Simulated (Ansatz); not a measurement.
NbSeBr3⁻. The state is a doublet with charge -1. Geometry PBE0-D4/def2-SVP, that of the neutral singlet; atoms count from 1.

```xyz
5

Nb    0.0002    0.0001   -0.0009
Se   -0.5294   -0.1362    2.1820
Br    2.0560   -1.2168   -0.3496
Br    0.2771    2.3323   -0.5599
Br   -1.8039   -0.9794   -1.2716
```

In the def2 sets Nb takes a core potential; there is no spin–orbit coupling.

(1) Estimate the Mulliken populations from the PBE0/def2-TZVPD orbitals of Ansatz.

(2) Where does the spin sit?

(3) And the Mayer bond orders between heavy atoms (over 0.3)?

Results:

(1) 
```tsv
atom	charge (e)	spin (α − β)	d electrons
Nb1	0.65	0.99	3.28
Se2	-0.48	-0.04	–
Br3	-0.39	0.01	–
Br4	-0.39	0.03	–
Br5	-0.39	0.01	–
```
Mulliken values depend strongly on the basis. With diffuse functions, as here, like atoms can get unlike values, and bond orders can come out too low or too high.

(2) Summed by element: Nb 0.99, Se -0.04, Br 0.05, of 1 unpaired in all. Largest on single atoms: Nb1 0.99, Se2 -0.04, Br4 0.03.

(3) Nb1–Se2 2.11 (2.25 Å); Nb1–Br3 1.00 (2.41 Å); Nb1–Br4 0.98 (2.41 Å); Nb1–Br5 1.00 (2.41 Å).
